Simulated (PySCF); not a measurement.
CH6AlClSi, SMILES [CH3][Al]([SiH3])[Cl].

Geometry: r2SCAN-D4/def2-SVP.

Level of theory: C-PCM-M06-2X/def2-SVP (PySCF).

The values are the electrostatic part of the solvation free energy, E(continuum) − E(gas) at the gas-phase geometry, in a cavity of scaled van der Waals radii (PySCF's table); cavitation and dispersion terms are not included. A continuum can't describe solvent molecules that bind to the metal. In vacuum the orbital gap is 7.67 eV. The dipole moment in vacuum is 1.85 D.

Computed values in water (ε = 78.36), methanol (ε = 32.61), diethylether (ε = 4.24):
```json
[
 {"solvent": "water", "ε": "78.36", "ΔG(elec) (kcal/mol)": "-5.0", "dipole (D)": "2.44", "gap (eV)": "7.95"},
 {"solvent": "methanol", "ε": "32.61", "ΔG(elec) (kcal/mol)": "-4.9", "dipole (D)": "2.43", "gap (eV)": "7.95"},
 {"solvent": "diethylether", "ε": "4.24", "ΔG(elec) (kcal/mol)": "-3.7", "dipole (D)": "2.28", "gap (eV)": "7.88"}
]
```
